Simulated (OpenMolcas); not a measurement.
# Xe2+: CASPT2 settings compared

```
Program             : OpenMolcas 26.06
Basis               : ANO-RCC-VTZP [7s6p4d2f1g]
Scalar Hamiltonian  : DKH2, point nucleus
Active space        : 6 electrons in 4 orbitals (5s 5p)
State averaging     : 2S+1 = 3 even, 3 roots; 2S+1 = 1 even, 6 roots kept (CI in the orbitals of an earlier block); 2S+1 = 3 odd, 3 roots; 2S+1 = 1 odd, 3 roots kept (CI in the orbitals of an earlier block)
Spin-orbit coupling : state interaction with AMFI integrals over the reference wave functions, term energies averaged over their components
```

Methods on the same reference wave functions:
A. CASSCF
B. SS-CASPT2, IPEA 0.1 Eh, real shift 0.15 Eh (closed shells correlated: 4s 4p 4d)
C. SS-CASPT2, IPEA 0.2 Eh, imaginary shift 0.15 Eh (closed shells correlated: 4s 4p 4d)

Energies in cm-1 above 5s2 5p4 3P2, the measured ground level; measured values from Saloman, J. Phys. Chem. Ref. Data 33, 765 (2004).

```csv
Level,A,B,C,Measured
5s2 5p4 3P2,0.0,0.0,0.0,0.0
5s2 5p4 3P0,7548,8100,8090,8130
5s2 5p4 3P1,8475,8690,8710,9794
5s2 5p4 1D2,18660,16630,16520,17099
5s2 5p4 1S0,33692,35680,35550,36103
5s 5p5 3P* 2,114277,101860,102550,98262
5s 5p5 3P* 1,120703,107880,108570,103568
5s 5p5 3P* 0,124789,112370,113060,108334
5s 5p5 1P* 1,163495,133750,134340,163527
```

Deviations, from unrounded energies. A percentage is the sum of absolute deviations over the sum of measured energies, with the sign that they share, or ± where signs differ.

```
                        Against measurement  Levels      A     B     C
             mean absolute deviation (cm-1)       8   6900  5500  5700
      fine structure of the ground term (%)       2  -10.6  -6.3  -6.3
other terms of the ground configuration (%)       2   ±7.5  -1.7  -2.1
                   other configurations (%)       4  ±10.5  ±8.8  ±9.1
```

B, C lie about equally close to measurement and A furthest from it. The largest miss of B in the table is 5s 5p5 1P* 1, by -30000 cm-1. The ranking rests on the paired levels alone, and a cruder setting can come out closer through cancelling errors.

Between B and C the level of the table that moves most is 5s 5p5 3P* 2, by 690 cm-1 (lowest in B, highest in C). Moves below CASPT2's spread within the term are not significant.

From A to B the spin-free energies of the other terms of 5s2 5p4 shown, above 3P, scale by factors of 0.80 to 1.09.

The lowest spin-free term lies below A's lowest term by 0.736 hartree in B, 0.733 hartree in C.

CASPT2 breaks the degeneracy within a term, and the mean is taken; among the terms shown or strongly mixed into the levels shown the widest spread is 140 cm-1 (5s2 5p4 1D, C). Over all roots computed the reference weight is 0.84 to 0.91 in B, 0.82 to 0.91 in C; the roots of lowest weight are the least certain, and an intruder state may touch them. Terms from blocks run as CI alone lack orbitals of their own. Terms of s pⁿ other than that of highest spin mix with s² pⁿ⁻² d, which this space lacks; all of them can be thousands of cm-1 off, and some have no real level of that name. Measured partners are found by configuration, term and J. A level has none where our copy of the source lacks it or the pairing is in doubt (some pairs that miss far off the trend of their configuration count as doubtful), and it then counts in no deviation. Levels of configurations outside the active space are missing.

* marks odd parity.
